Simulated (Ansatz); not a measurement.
Start from `[F][GeH]([F])[Cl]` and change one atom or group to get `[F][Ge]([F])([SiH3])[Cl]`.

Ansatz, PBE0-D4/def2-TZVP geometries, multiplicity 1. 

Scalar relativity is left out up to krypton.

```csv
property,`[F][GeH]([F])[Cl]`
HOMO–LUMO gap (B3LYP/def2-TZVPP) / eV,8.55
LUMO energy (PBE0/def2-TZVPP) / eV,-0.78
size of the dipole moment (ωB97M-V/def2-TZVPP) / D,2.17
zero-point energy (PBE0-D4/def2-TZVP) / kJ/mol,37.4
LUMO energy (B3LYP/def2-TZVPP) / eV,-1.16
HOMO–LUMO gap (PBE/def2-TZVPP) / eV,6.67
```

**Question.** What does the change do to each property? (An estimate is asked.)

**Answer.** Computed: 
```json
{"property": "HOMO–LUMO gap (B3LYP/def2-TZVPP) / eV", "`[F][Ge]([F])([SiH3])[Cl]`": "7.68", "shift": "-0.87"}
{"property": "LUMO energy (PBE0/def2-TZVPP) / eV", "`[F][Ge]([F])([SiH3])[Cl]`": "-1.01", "shift": "-0.23"}
{"property": "size of the dipole moment (ωB97M-V/def2-TZVPP) / D", "`[F][Ge]([F])([SiH3])[Cl]`": "3.70", "shift": "1.53"}
{"property": "zero-point energy (PBE0-D4/def2-TZVP) / kJ/mol", "`[F][Ge]([F])([SiH3])[Cl]`": "81.9", "shift": "44.5"}
{"property": "LUMO energy (B3LYP/def2-TZVPP) / eV", "`[F][Ge]([F])([SiH3])[Cl]`": "-1.29", "shift": "-0.13"}
{"property": "HOMO–LUMO gap (PBE/def2-TZVPP) / eV", "`[F][Ge]([F])([SiH3])[Cl]`": "5.95", "shift": "-0.72"}
```

With PBE0 the HOMO rises by 0.79 eV and the LUMO falls by 0.23 eV, so the gap narrows by about 1.02 eV. PBE moves the HOMO by 0.61 eV and ωB97M-V by 1.00 eV. The zero-point energy changes by 44.5 kJ/mol with +9 modes. Dipoles are sizes alone; their direction can turn.

B3LYP here is the variant with VWN-RPA as its local correlation; programs differ in this.
